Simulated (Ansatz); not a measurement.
(MoO3)3 (Mo₃O₉): single points at one geometry.

```yaml
crystal:
  periodic: [false, false, false]
  atoms:
    - {symbol: O, position_ang: [1.445184, 2.987595, 0.261593]}
    - {symbol: Mo, position_ang: [0.056696, 2.036674, 0.088702]}
    - {symbol: O, position_ang: [-1.266951, 3.086798, 0.003780]}
    - {symbol: O, position_ang: [-0.124466, 0.798049, 1.517492]}
    - {symbol: Mo, position_ang: [-0.195401, -1.090155, 1.712424]}
    - {symbol: O, position_ang: [1.076405, -1.664179, 2.669030]}
    - {symbol: O, position_ang: [-1.639106, -1.588112, 2.440224]}
    - {symbol: O, position_ang: [-0.060737, -1.716210, -0.075956]}
    - {symbol: Mo, position_ang: [0.134392, -0.946353, -1.801517]}
    - {symbol: O, position_ang: [-1.149892, -1.366501, -2.819390]}
    - {symbol: O, position_ang: [1.561723, -1.456616, -2.552768]}
    - {symbol: O, position_ang: [0.162143, 0.919010, -1.443614]}
basis:
  gaussian: {orbitals: def2-SVP, initial_orbitals: start.molden}
hamiltonian: {xc: pbe, dispersion: d4}
scf: {omitted_lower_state_checks: [starts]}
output: {orbitals: {seedname: orbitals}}
```

The file start.molden holds the orbitals of an earlier run on this structure, at another level or in another basis.

```sh
$ ansatz run in.yaml --threads 2 --pin off --events-out ev --progress --plain --max-ram 32768MiB --backend cpu
```

Shortened log:

```
Functional definition: PBE
2196 factors; their error is unknown
mean field evaluation 1: about -23975.3471 eV, gradient 1.9e1 eV
mean field evaluation 2: about -23976.1733 eV, gradient 5.7e-1 eV
mean field evaluation 4: about -23976.1050 eV, gradient 2.1e-1 eV
mean field evaluation 8: about -23976.1051 eV, gradient 2.5e-5 eV
mean field -23976.10514730 eV, -881.1056125756 hartree, gradient 2.5e-5 eV, S^2 0.000000; 0 other end points of the search recorded, 0 dependent functions left out
reference -23976.10524838 eV, -881.1056162900 hartree; 57, 57 occupied and 162, 162 virtual orbitals, 2196 factors
Total energy: -23976.74555088 eV, -881.1291469731 hartree
Checks for a lower state left out: starts
```

It took 7.5 s on 2 threads of AMD EPYC 7R13 on a shared host.

As the first input, with `correlation: {method: ccsd_t}` and without the key `hamiltonian` (abridged; 11 s, on the card):

```
Functional definition: HF
mean field -23835.34211240 eV, -875.9326664554 hartree, gradient 1.9e-6 eV, S^2 0.000000
9 core orbitals not correlated: weight in the atoms' cores, before any rotation towards them, 1.000 or more for the frozen orbitals, at most 0.000 for the correlated occupied ones
second order -85.41556605 eV of doubles, -0.00000000 eV of singles
cycle   1  -68.60504256 eV  change     1.7e1 eV  update   6.6e-1
cycle   2  -75.99523781 eV  change    -7.4e0 eV  update   5.5e-1
cycle   3  -77.01392058 eV  change    -1.0e0 eV  update   8.7e-2
cycle   4  -77.15728796 eV  change   -1.4e-1 eV  update   4.4e-2
cycle   5  -77.06891380 eV  change    8.8e-2 eV  update   1.2e-2
cycle   6  -77.08769258 eV  change   -1.9e-2 eV  update   4.7e-3
cycle   7  -77.08815844 eV  change   -4.7e-4 eV  update   2.7e-3
cycle   8  -77.08088576 eV  change    7.3e-3 eV  update   1.3e-3
cycle   9  -77.07984027 eV  change    1.0e-3 eV  update   4.6e-4
cycle  10  -77.08086011 eV  change   -1.0e-3 eV  update   2.4e-4
cycle  11  -77.08106093 eV  change   -2.0e-4 eV  update   1.2e-4
cycle  12  -77.08080574 eV  change    2.6e-4 eV  update   7.8e-5
cycle  13  -77.08090152 eV  change   -9.6e-5 eV  update   3.5e-5
perturbative correction -5.02865613 eV, -0.1847997042 hartree
Total energy: -23917.45167005 eV, -878.9501370433 hartree
Checks for a lower state left out: starts
```

As the first input, with `gaussian: {orbitals: def2-TZVP, initial_orbitals: start.molden}`, `hamiltonian: {xc: pbe}`, `correlation: {method: rpa}` and without the key `output` (abridged; 6 s, on the card):

```
Functional definition: PBE
mean field -23999.80276919 eV, -881.9764841171 hartree, gradient 1.4e-6 eV, S^2 0.000000
9 core orbitals not correlated: weight in the atoms' cores, before any rotation towards them, 1.000 or more for the frozen orbitals, at most 0.000 for the correlated occupied ones
Total energy: -23993.82138228 eV, -881.7566722026 hartree
Checks for a lower state left out: starts
```

The first input with `gaussian: {orbitals: def2-TZVP, initial_orbitals: start.molden}`, `hamiltonian: {xc: r2scan, dispersion: d4}`, `output: {forces: true, orbitals: {seedname: orbitals}}` (abridged; 4.9 s, on the card):

```
Functional definition: r2SCAN
mean field -24009.52035095 eV, -882.3335986600 hartree, gradient 2.3e-5 eV, S^2 0.000000
Total energy: -24009.68453185 eV, -882.3396321968 hartree
Atom 0 force    -0.430693    -0.323283    -0.054679 eV/Å
Atom 1 force     0.007151     0.201950     0.009362 eV/Å
Atom 2 force     0.408216    -0.354109     0.024892 eV/Å
Atom 3 force     0.014336    -0.077939    -0.148481 eV/Å
Atom 4 force    -0.013894    -0.107881     0.169978 eV/Å
Atom 5 force    -0.392202     0.192824    -0.320163 eV/Å
Atom 6 force     0.448437     0.169714    -0.250148 eV/Å
Atom 7 force     0.008508     0.167679     0.007812 eV/Å
Atom 8 force     0.015672    -0.093102    -0.177937 eV/Å
Atom 9 force     0.394888     0.143437     0.340683 eV/Å
Atom 10 force    -0.444133     0.171081     0.257847 eV/Å
Atom 11 force    -0.016287    -0.090372     0.140836 eV/Å
Dipole moment:    -0.005235     0.000185    -0.000512 e Å
Checks for a lower state left out: starts
```

As the first input, with `hamiltonian: {xc: pbe0, dispersion: d4}` (abridged; 13 s):

```
Functional definition: PBE0
mean field -23968.13473424 eV, -880.8127052981 hartree, gradient 1.9e-5 eV, S^2 0.000000
Total energy: -23968.69288162 eV, -880.8332168360 hartree
Checks for a lower state left out: starts
```

First input, but with `gaussian: {orbitals: def2-TZVP, initial_orbitals: start.molden}`, `correlation: {method: mp2}` and without the key `hamiltonian` (abridged; 4.1 s, on the card):

```
Functional definition: HF
mean field -23860.79319003 eV, -876.8679763071 hartree, gradient 2.5e-6 eV, S^2 0.000000
9 core orbitals not correlated: weight in the atoms' cores, before any rotation towards them, 1.000 or more for the frozen orbitals, at most 0.000 for the correlated occupied ones
second order -103.98563471 eV of doubles, -0.00000000 eV of singles
Total energy: -23964.77882474 eV, -880.6893778987 hartree
Checks for a lower state left out: starts
```

As the first input, with `gaussian: {orbitals: def2-TZVP, initial_orbitals: start.molden}`, `hamiltonian: {xc: {name: r2SCAN0}, dispersion: d4}` (abridged; 4.4 s, on the card):

```
Functional definition: r2SCAN0
mean field -23998.77801183 eV, -881.9388249786 hartree, gradient 2.2e-5 eV, S^2 0.000000
Total energy: -23998.97768908 eV, -881.9461629825 hartree
Checks for a lower state left out: starts
```

Geometry: PBE-D4/def2-SVP.

In the def2 sets Mo takes a core potential; there is no spin–orbit coupling. Correlated methods freeze 9 core orbitals; core or outer-core shells of Mo are correlated, in sets that lack core-valence functions.
